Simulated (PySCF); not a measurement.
C2H6BF2N, SMILES FB(N(C)C)F. Atoms are numbered in the order given.

```xyz
12

B      0.0000     0.0000     0.7847
F      0.0000     1.1397     1.4814
F      0.0000    -1.1397     1.4814
N      0.0000     0.0000    -0.6140
C      0.0000     1.2250    -1.3900
C      0.0000    -1.2250    -1.3900
H      0.8914     1.2845    -2.0414
H     -0.8914     1.2845    -2.0414
H      0.0000     2.0959    -0.7226
H     -0.8914    -1.2845    -2.0414
H      0.8914    -1.2845    -2.0414
H      0.0000    -2.0959    -0.7226
```
Charge 0, spin multiplicity 1.

Coordinates come from a B3LYP-D3(BJ)/def2-SVP optimisation. One conformer was computed; it need not be the lowest.

Computed with PBE/def2-TZVP run with PySCF.

Symmetry labels are those of the subgroup C2v that the program uses (full group C2v).

Question: List the valence orbital energies around the gap with their symmetry. (Estimate from the structure and the level; the computed values follow.)

Answer: 
```json
[
 {"orbital": "HOMO−7", "symmetry": "B1", "energy (eV)": "-10.89"},
 {"orbital": "HOMO−6", "symmetry": "A1", "energy (eV)": "-10.10"},
 {"orbital": "HOMO−5", "symmetry": "A2", "energy (eV)": "-9.87"},
 {"orbital": "HOMO−4", "symmetry": "A2", "energy (eV)": "-9.70"},
 {"orbital": "HOMO−3", "symmetry": "B2", "energy (eV)": "-9.58"},
 {"orbital": "HOMO−2", "symmetry": "A1", "energy (eV)": "-9.23"},
 {"orbital": "HOMO−1", "symmetry": "B2", "energy (eV)": "-9.00"},
 {"orbital": "HOMO", "symmetry": "B1", "energy (eV)": "-5.99"},
 {"orbital": "LUMO", "symmetry": "A1", "energy (eV)": "0.04"},
 {"orbital": "LUMO+1", "symmetry": "B1", "energy (eV)": "0.67"},
 {"orbital": "LUMO+2", "symmetry": "A1", "energy (eV)": "1.10"},
 {"orbital": "LUMO+3", "symmetry": "B2", "energy (eV)": "1.27"}
]
```
